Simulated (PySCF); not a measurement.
# How methods differ on the excitation energy of C⁺

C⁺ [He] 2s2 2p1 (2P) → C⁺ [He] 2s1 2p1 3d1 (high-spin determinant), as a difference of total energies. Calculation: PySCF 2.14, in dyall-av3z; no relativity, point nucleus. Correlated levels: valence: 1s2 frozen; virtual orbitals above 40 to 60 times the deepest correlated orbital energy dropped. The calculations carry no spin-orbit coupling.

```json
{"method": "UHF", "excitation energy (eV)": "22.926"}
{"method": "LDA", "excitation energy (eV)": "23.632"}
{"method": "PBE", "excitation energy (eV)": "23.460"}
{"method": "PBE0", "excitation energy (eV)": "23.621"}
{"method": "r2SCAN", "excitation energy (eV)": "23.435"}
{"method": "B97-3", "excitation energy (eV)": "23.835"}
{"method": "PW91", "excitation energy (eV)": "23.528"}
{"method": "BHandHLYP", "excitation energy (eV)": "24.168"}
{"method": "M06-L", "excitation energy (eV)": "23.561"}
{"method": "MP2 (valence)", "excitation energy (eV)": "24.143"}
{"method": "SCS-MP2 (valence)", "excitation energy (eV)": "24.496"}
```

Q: How much does correlation contribute at MP2 (valence)?

A: 24.143 − (22.926) = 1.217 eV, measured against UHF.

The promoted electron is Rydberg-like, and one or two diffuse shells describe it only roughly, which tends to raise the upper state.

The determinant of the upper state mixes LS terms, which raises its energy above the lowest term, most at the Hartree-Fock and MP2 levels.
